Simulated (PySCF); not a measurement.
The dipole of `COC(F)(F)C(F)(F)F` (1,1,1,2,2-pentafluoro-2-methoxyethane) from its density and from atomic charges.

Coordinates (PBE0-D3(BJ)/def2-SVP, Å) and charges (e) from the PBE0/pcSseg-1 density (PySCF):

| atom | x | y | z | Mulliken | IAO | Hirshfeld | ESP-fitted |
| --- | --- | --- | --- | --- | --- | --- | --- |
| C1 | -1.853 | 0.242 | -0.190 | -0.0570 | -0.2165 | -0.0316 | -0.1769 |
| O2 | -0.610 | 0.485 | 0.455 | -0.4944 | -0.3551 | -0.1360 | -0.2308 |
| C3 | 0.409 | -0.295 | 0.089 | +0.6754 | +0.6793 | +0.2128 | +0.2566 |
| F4 | 0.159 | -1.602 | 0.311 | -0.2849 | -0.2931 | -0.0954 | -0.1311 |
| F5 | 0.693 | -0.185 | -1.225 | -0.2851 | -0.2933 | -0.0955 | -0.1330 |
| C6 | 1.660 | 0.107 | 0.894 | +0.8040 | +0.7927 | +0.2352 | +0.4166 |
| F7 | 1.997 | 1.358 | 0.617 | -0.2523 | -0.2627 | -0.0823 | -0.1349 |
| F8 | 2.673 | -0.689 | 0.577 | -0.2542 | -0.2643 | -0.0846 | -0.1342 |
| F9 | 1.425 | 0.000 | 2.193 | -0.2513 | -0.2622 | -0.0817 | -0.1351 |
| H10 | -2.229 | -0.762 | 0.056 | +0.1284 | +0.1510 | +0.0476 | +0.1309 |
| H11 | -2.547 | 0.999 | 0.192 | +0.1432 | +0.1734 | +0.0645 | +0.1400 |
| H12 | -1.755 | 0.347 | -1.280 | +0.1282 | +0.1507 | +0.0471 | +0.1319 |

Problem. Compute μ = Σ q r for each scheme (1 e·Å = 4.803 D) and compare with the dipole of the full density.

Solution. The full density gives (-2.59, 0.23, -0.67) D, 2.68 D in size; dipole vectors point from the negative to the positive end.

```
    scheme     μx    μy     μz  size (D)  share of the full size (%)  angle to the full dipole (°)
  Mulliken  -3.08  0.31  -0.75      3.19                         119                             1
       IAO  -3.29  0.57  -0.59      3.40                         127                             6
 Hirshfeld  -1.55  0.24  -0.30      1.60                          60                             5
ESP-fitted  -2.63  0.21  -0.70      2.73                         102                             1
```

Problem. Which set comes closest?

Solution. Length of the difference vector: ESP-fitted 0.06 D, Mulliken 0.51 D, IAO 0.79 D, Hirshfeld 1.10 D. Closest: ESP-fitted. 

Problem. What is left for the Hirshfeld atoms' own dipoles?

Solution. The shares of the density sum to the whole, so what Σ q r misses lies in dipoles about the nuclei. The atomic dipoles sum to (-2.59, 0.23, -0.67) − (-1.55, 0.24, -0.30) = (-1.04, -0.01, -0.37) D, 1.10 D in size.

Problem. With the origin at the mean of the coordinates, (0.002, 0.000, 0.224) Å, which are the largest single terms, by size, of the Mulliken dipole along the direction of the full one?

Solution. C6 -6.79, F8 +3.32, F7 +2.31, F9 +2.25, H11 +1.76 D; all 12 atoms together +3.19 D. The single terms depend on the origin, their sum doesn't.

Problem. Give the size of the full dipole in other units.

Solution. 2.68 D = 1.055 au = 0.558 e·Å = 8.94 × 10⁻³⁰ C·m.

One conformer (not necessarily the lowest) at the PBE0-D3(BJ)/def2-SVP geometry, without solvent, vibrations or thermal averaging.

The values belong to the conformer `[CH3:1][O:2][C:3]([F:4])([F:5])[C:6]([F:7])([F:8])[F:9]`: C1–O2–C3–F4 -59°, O2–C3–C6–F7 -62°.
